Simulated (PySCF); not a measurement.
How methods differ on the ionisation energy of Se⁺

Se⁺ [Ar] 3d10 4s2 4p3 (4S) → Se²⁺ [Ar] 3d10 4s2 4p2 (3P), as a difference of total energies. Computed with PySCF 2.14 in x2c-QZVPPall, with the spin-free X2C one-electron Hamiltonian (Gaussian nucleus). Correlated levels: valence: [Ar] 3d10 frozen. The calculations carry no spin-orbit coupling.

```json
{"method": "UHF", "ionisation energy (eV)": "20.837", "plus first-order spin-orbit estimate": "20.540", "error of that sum (eV)": "-0.656"}
{"method": "MP2 (valence)", "ionisation energy (eV)": "21.380", "plus first-order spin-orbit estimate": "21.083", "error of that sum (eV)": "-0.113"}
{"method": "SCS-MP2 (valence)", "ionisation energy (eV)": "21.226", "plus first-order spin-orbit estimate": "20.929", "error of that sum (eV)": "-0.267"}
{"method": "CCSD (valence)", "ionisation energy (eV)": "21.338", "plus first-order spin-orbit estimate": "21.041", "error of that sum (eV)": "-0.155"}
{"method": "CCSD(T) (valence)", "ionisation energy (eV)": "21.373", "plus first-order spin-orbit estimate": "21.076", "error of that sum (eV)": "-0.120"}
```

Reference: 21.196 ± 0.01 eV (measured; NIST Atomic Spectra Database, ionization energies).

A first-order spin-orbit estimate (lowest level to lowest level, LS coupling) adds -0.297 eV.

Errors of the correlated levels include the incompleteness of this basis and the frozen core.
